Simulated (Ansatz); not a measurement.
Cost and result up the ladder for Pd₂Se₃ (5 atoms). Total charge 0; singlet. Geometry: PBE-D4/def2-SVP.

```tsv
atom	x (Å)	y (Å)	z (Å)
Pd1	1.802	-0.058	-0.400
Pd2	-1.131	-0.772	-0.034
Se3	0.492	0.259	1.542
Se4	0.237	-0.962	-1.920
Se5	-1.400	1.533	0.812
```

Ansatz on 4 threads of Arm Neoverse N1 on a shared host. Times are rough, and most runs start from the orbitals of an earlier one. No level here is sound enough to serve as a yardstick. Binding counts from free atoms at the same level (Pd singlet, Se triplet; other spins of the atoms weren't run), without zero-point energy or a counterpoise term.

In the def2 sets Pd takes a core potential; there is no spin–orbit coupling. LC-ωPBE has ω = 0.4 bohr⁻¹. No other spin state of charge 0 was run. Another isomer (singlet) lies 0.21 eV lower at PBE0-D4/def2-TZVP; other spin states weren't run for this one.

Run but left out: HF/STO-3G (restricted singlet, unstable in another Hartree–Fock run and untested here); MP2/def2-TZVP, CCSD(T)/def2-SVP (restricted singlet, unstable towards broken spin symmetry).

```csv
level,functions,wall time,binding energy per atom (eV),remarks
LDA (SPW92)/def2-TZVP,224,4.3 s,3.18,restricted SCF unstable in HF
PBE-D4/def2-SVP,158,5.5 s,2.58,restricted SCF unstable in HF
PBE-D4/def2-TZVP (with forces),224,10 s,2.60,restricted SCF unstable in HF
PBE0-D4/def2-SVP,158,11 s,2.16,restricted SCF unstable in HF
r2SCAN-D4/def2-TZVP,224,17 s,2.54,restricted SCF unstable in HF
PBE0-D4/def2-TZVP,224,24 s,2.20,restricted SCF unstable in HF
r2SCANh-D4/def2-TZVP,224,26 s,2.38,restricted SCF unstable in HF
LC-ωPBE/def2-TZVP,224,31 s,1.78,restricted SCF unstable in HF
```
